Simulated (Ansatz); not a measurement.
Consider the ligand exchange at a B–S bond: `NB(S)Cl` + `O[SiH3]` → `NB(Cl)O[SiH3]` + H₂S.

Gas-phase electronic energies from Ansatz, PBE0-D4/def2-TZVP geometries. CCSD(T)/CBS is the MP2 limit (def2-TZVPP, def2-QZVPP) plus CCSD(T) − MP2 in def2-TZVPP, frozen cores. This one scheme is used for every species. DFT in def2-TZVPP. B3LYP here is the variant with VWN-RPA as its local correlation; programs differ in this. One conformer a species, not always the lowest.

| level | ΔE (kJ/mol) |
| --- | --- |
| LDA (SPW92) | -54.3 |
| B97M-V | -60.0 |
| B3LYP | -61.3 |
| CAM-B3LYP | -66.1 |
| CCSD/def2-SVP | -71.5 |
| HF/def2-QZVPP | -78.6 |
| SCS-MP2/def2-QZVPP | -58.1 |
| CCSD/CBS(def2) | -61.4 |

Question: What does CCSD(T)/CBS give? (An estimate is asked.)

Answer: Ansatz gave: -58.1 kJ/mol. The listed levels differ from it by 3.8, -1.9, -3.2, -8.0, -13.4, -20.5, 0.0, -3.3 kJ/mol.

Largest T1 diagnostic among the species: 0.011.

From BLYP to BHLYP (50 % exact exchange), in def2-TZVPP and without D4, ΔE moves by −10.7 kJ/mol. Leaving LDA and LC-ωPBE aside and taking each functional with its dispersion term where it has one, the values, not all of them listed here, spread over 22.6 kJ/mol, from BHLYP-D4 to revPBE-D4. LDA lies −7.2 kJ/mol from PBE without D4.
